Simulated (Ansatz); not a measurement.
A nudged elastic band was laid between two geometries of BCl2FH4OSi (10 atoms, charge 0, multiplicity 1).

All numbers below come from RKS PBE-D4/def2-SVP (Ansatz 0.2.0).

```yaml
movable_images: 7
climbing_image: yes
spring: 5.0 eV/Å²
optimiser: quadratic models (default)
start_path: through a guess of the saddle point
force_threshold: 0.05 eV/Å
iteration_limit: 60
end_points: relaxed
```

Initial state:

```xyz
10
Properties=species:S:1:pos:R:3
B 0.706 -1.246 0.223
F 1.682 -0.532 -0.425
Cl -0.086 -2.518 -0.798
Cl 1.147 -1.741 1.944
Si -0.587 1.290 -0.552
O -0.462 -0.106 0.514
H 0.562 2.216 -0.317
H -0.618 0.694 -1.916
H -1.883 1.930 -0.164
H -0.460 0.013 1.490
```

Final state:

```xyz
10
Properties=species:S:1:pos:R:3
B 0.101 -1.567 0.948
F 1.024 0.239 -0.951
Cl -0.839 -2.508 -0.206
Cl 1.692 -2.141 1.481
Si -0.173 1.356 -1.153
O -0.452 -0.438 1.459
H -0.133 2.313 0.003
H 0.125 2.092 -2.428
H -1.492 0.655 -1.246
H 0.146 -0.002 2.094
```

What changes between the two ends?

Bonds broken: B1–F2, Si5–O6. Bonds formed: F2–Si5. BCl2FH4OSi becomes BCl2HO + FH3Si.

Give the energies along the band, and the barrier.

The forces met the threshold. The highest image is number 4 of 0 to 8, 56.6 kJ/mol above the first end and 58.6 kJ/mol above the last; the last end lies 2.1 kJ/mol below the first. A vibrational analysis at the climbing image gives one clearly imaginary mode, 244i cm⁻¹: a first-order saddle point. The orbitals stay closed-shell, which can raise the energy where a bond breaks towards radicals; this wasn't checked here.

| image | path coordinate (Å) | energy (kJ/mol) | B1–F2 (Å) | Si5–O6 (Å) | F2–Si5 (Å) |
| --- | --- | --- | --- | --- | --- |
| 0 | 0.00 | 0.0 | 1.37 | 1.76 | 2.91 |
| 1 | 0.72 | 0.9 | 1.37 | 1.76 | 2.79 |
| 2 | 1.45 | 4.8 | 1.37 | 1.77 | 2.78 |
| 3 | 2.17 | 30.6 | 1.40 | 1.82 | 2.46 |
| 4 | 2.90 | 56.6 | 1.55 | 2.01 | 1.93 |
| 5 | 3.73 | 26.3 | 2.12 | 2.64 | 1.68 |
| 6 | 4.57 | 0.9 | 2.69 | 3.14 | 1.65 |
| 7 | 5.41 | -0.8 | 2.76 | 3.16 | 1.65 |
| 8 | 6.24 | -2.1 | 2.78 | 3.18 | 1.65 |

What is the geometry of the highest image?


```xyz
10
Properties=species:S:1:pos:R:3
B 0.393 -1.250 0.309
F 0.743 -0.438 -0.961
Cl -0.204 -2.871 -0.190
Cl 1.795 -1.202 1.461
Si -0.287 1.156 -0.637
O -0.685 -0.296 0.698
H 0.513 1.972 0.327
H 0.130 1.510 -2.039
H -1.758 1.457 -0.608
H -0.640 -0.038 1.640
```

What are the harmonic wavenumbers there?

244i, 62, 167, 202, 238, 331, 332, 359, 452, 508, 647, 693, 718, 787, 857, 894, 936, 983, 1043, 1057, 2161, 2174, 2216, 3700 cm⁻¹.

Time of the run: 3.9 min on 2 threads of Arm Neoverse V1, with other jobs on the host, peak memory 0.17 GiB.
